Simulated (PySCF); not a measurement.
A structure optimised at PBE0-D3(BJ)/def2-SVP, used in a PySCF frequency run:

```
O
C 1 1.3907
H 2 1.1037 1 110.40
H 2 1.1037 3 107.47 1 120.45
H 2 1.1053 3 107.88 4 116.09
Al 1 1.6849 2 140.51 3 -120.66
H 6 1.5669 1 119.21 2 180.00
Br 6 2.2573 7 121.89 1 180.00
```
Charge 0, spin multiplicity 1.

Question: Write its SMILES, formula and point group.

Answer: C[O][AlH][Br], CH₄AlBrO, Cs

Question: What are its rotational constants (standard atomic weights)?

Answer: 8.3414, 1.5767, 1.3373 GHz
